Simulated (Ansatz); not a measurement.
```
atom    x (Å)    y (Å)    z (Å)
  Mg  -0.0088  -0.0404  -0.6710
   O  -0.0232   0.0156   1.0072
```

Basis set: def2-TZVP (spherical functions). Correlated methods keep 2 orbitals frozen. Charge 0, multiplicity 1.

Computed with Ansatz (development build ahead of 0.2.0); each method stands on the lowest determinant of its kind that the runs found. Restricted open shells among the atoms or ions are ROHF, correlated in semicanonical orbitals with singles.

(1) Give the atomization energy at this shape (free ground-state atoms in the same class of orbitals less the molecule, no zero-point energy) of singlet MgO by RHF-MP2, RHF.

Answers

(1)

| method | atomization energy |
| --- | --- |
| RHF-MP2 | 287.5 kJ/mol |
| RHF | -109.7 kJ/mol |

Caution: in another basis set an unrestricted determinant lies well below. Caution for RHF: the molecule lies well above its atoms at this level.
